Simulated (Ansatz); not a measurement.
```xyz
12

C     0.6967   -0.4672   -1.1855
N    -0.0519    0.2325   -0.1561
Ge   -0.2418   -0.6823    1.4545
B    -0.5778    1.5009   -0.3926
F    -1.2666    2.1361    0.5665
H     0.7536    0.1452   -2.0871
H     0.2211   -1.4173   -1.4513
H     1.7195   -0.6848   -0.8594
H    -1.0488    0.1678    2.4327
H     1.1738   -0.9727    1.9831
H    -0.9445   -2.0146    1.1406
H    -0.4333    2.0564   -1.4455
```

Charge 0, multiplicity 1.

Q: List the ωB97M-V/def2-TZVPP orbital energies in eV (the Gaussian-basis code of Ansatz). (An estimate is asked.)

A: The calculation gave: Occupied: -10866.83, -1362.66, -1210.39, -1210.38, -1210.38, -677.18, -394.65, -282.35, -188.61, -174.47, -123.73, -123.69, -123.69, -36.58, -36.51, -36.51, -36.44, -36.44, -36.01, -27.54, -21.69, -18.90, -17.48, -16.04, -15.67, -15.32, -14.70, -13.90, -12.85, -12.24, -12.07, -11.55, -9.97. Lowest empty: 2.09, 2.44, 2.68, 3.01, 3.35, 3.41, 3.59, 4.42.
